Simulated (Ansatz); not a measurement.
In₇N₇H₂₀⁻, a nanocrystal cut from zinc blende InN (hydrogen-capped). Total charge -1; doublet. Geometry PBE-D4/def2-SVP, that of the neutral singlet.

```xyz
34

In   -1.7644    0.1394    2.9244
In    2.6543    1.5962   -1.6651
In   -0.9133    1.9727   -0.0611
In    1.5082   -0.4112    1.5139
In   -0.9151   -3.0635    1.2083
In   -0.0609   -1.2421   -1.7840
In   -3.3275   -0.6885   -0.3629
N     3.1256    0.6834    0.2681
N    -0.0556    1.0551    1.6845
N    -2.3697   -1.4245    1.4865
N     0.9292    2.8460   -1.1603
N     1.7009   -0.0668   -2.7226
N    -1.4737    0.3044   -1.2969
N     0.7147   -1.8507    0.1272
H    -2.9578    1.4188    2.9662
H    -0.9302   -0.5790    4.2848
H     3.9697    2.3868   -2.4889
H    -1.9355    3.3687    0.0743
H     2.4167   -0.9148    2.9042
H    -0.1627   -3.4710    2.7348
H    -1.4765   -4.1685   -0.0272
H    -0.4032   -2.4093   -3.0219
H    -4.3714    0.6699   -0.0059
H    -3.6545   -2.0224   -1.4476
H     3.5339    1.4011    0.8878
H     3.8991    0.0115    0.1420
H     0.2790    1.8077    2.3092
H    -3.1524   -1.8948    1.9772
H     1.2495    3.6505   -0.5982
H     0.5708    3.2869   -2.0222
H     1.3702    0.2660   -3.6422
H     2.4198   -0.7658   -2.9682
H    -1.8565    0.6772   -2.1818
H     1.4394   -2.5695   -0.0364
```

In the def2 sets In takes a core potential; there is no spin–orbit coupling. Single mean-field runs in def2-TZVP are fitted with def2-universal-jkfit. At PBE-D4/def2-TZVP, PBE0-D4/def2-TZVP the highest occupied level of the charge -1 doublet lies above zero (up to 0.76 eV). By energy differences its removal costs 0.81 eV (vertical, to the charge 0 singlet, at PBE-D4/def2-TZVP); self-interaction error and the lack of diffuse functions both raise the level.

**Question.** Estimate the α-spin orbital energies around the gap (eV) in Ansatz with PBE-D4/def2-TZVP, PBE0-D4/def2-TZVP.

**Answer.** 
```
orbital  PBE-D4/def2-TZVP  PBE0-D4/def2-TZVP
 HOMO−5             -3.28              -4.52
 HOMO−4             -3.21              -4.46
 HOMO−3             -3.05              -4.22
 HOMO−2             -2.95              -4.15
 HOMO−1             -2.95              -4.15
   HOMO              0.76               0.61
   LUMO              1.24               1.76
 LUMO+1              1.24               1.77
 LUMO+2              1.46               2.13
 LUMO+3              1.53               2.20
 LUMO+4              1.67               2.30
 LUMO+5              1.67               2.30
 β HOMO             -2.94              -4.14
 β LUMO              0.91               1.68
```
